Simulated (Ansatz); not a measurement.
Relaxation of C$_{2}$H$_{10}$OSi$_{2}$ (15 atoms, charge 0, multiplicity 1), to a largest force component of 0.02 eV/Å in at most 40 steps.

Theory: Ansatz 0.2.0, RKS PBE-D4/STO-3G.

```xyz
15
Properties=species:S:1:pos:R:3:forces:R:3
Si 0.000 0.000 0.000 -0.52 0.06 0.11
O 0.000 0.000 1.680 1.08 0.24 0.57
Si -1.315 -0.407 2.644 -0.22 -0.01 -0.39
H -2.239 -1.240 1.880 -0.33 -0.06 0.30
H -0.851 -1.143 3.816 0.05 0.06 -0.02
H -1.999 0.809 3.073 -0.13 0.01 0.12
C 1.763 0.000 -0.623 0.14 0.09 0.18
H 2.111 -1.046 -0.751 0.12 0.40 -0.01
H 1.812 0.528 -1.598 0.18 -0.20 0.28
H 2.415 0.519 0.111 0.04 -0.16 -0.37
H -0.688 1.191 -0.486 -0.07 0.18 -0.13
C -0.881 -1.526 -0.623 -0.13 -0.20 -0.43
H -1.380 -2.038 0.226 0.06 -0.05 -0.52
H -1.641 -1.233 -1.377 0.14 -0.39 0.20
H -0.145 -2.215 -1.088 -0.42 0.05 0.10
```

Problem. Where does it end, and by what steps?

Solution. The run converged. The force dipped under the threshold on the way, but the program's further checks kept it going. Limits of this set-up: minimal basis. After 17 steps the energy has fallen by 0.285 eV; H13 moved furthest, 1.02 Å.

| step | energy less start (eV) | largest force component (eV/Å) | accepted |
| --- | --- | --- | --- |
| 0 | 0.0000 | 1.082 | yes |
| 1 | -0.1460 | 0.582 | yes |
| 2 | -0.1719 | 0.364 | yes |
| 3 | -0.2011 | 0.373 | yes |
| 4 | -0.2265 | 0.167 | yes |
| 5 | -0.2339 | 0.515 | yes |
| 6 | -0.2669 | 0.076 | yes |
| 7 | -0.2765 | 0.055 | yes |
| 8 | -0.2593 | 0.762 | no |
| 9 | -0.2805 | 0.026 | yes |
| 10 | -0.2831 | 0.034 | yes |
| 11 | -0.2777 | 0.391 | no |
| 12 | -0.2835 | 0.063 | yes |
| 13 | -0.2844 | 0.051 | yes |
| 14 | -0.2847 | 0.029 | yes |
| 15 | -0.2849 | 0.021 | yes |
| 16 | -0.2850 | 0.018 | yes |
| 17 | -0.2851 | 0.011 | yes |

```xyz
15
Properties=species:S:1:pos:R:3
Si -0.004 -0.109 0.118
O 0.235 -0.472 1.780
Si -1.210 -0.506 2.708
H -2.124 -1.578 2.307
H -0.796 -0.735 4.084
H -1.958 0.751 2.632
C 1.719 0.073 -0.611
H 2.296 -0.861 -0.518
H 1.665 0.329 -1.683
H 2.287 0.870 -0.104
H -0.745 1.146 -0.052
C -0.952 -1.465 -0.794
H -1.992 -1.553 -0.438
H -0.987 -1.243 -1.874
H -0.469 -2.449 -0.671
```

Whether the end is a true minimum wasn't checked by a vibrational analysis.

The run took 58 s on 1 thread of Arm Neoverse V2, on a shared host, peak memory 0.13 GiB.
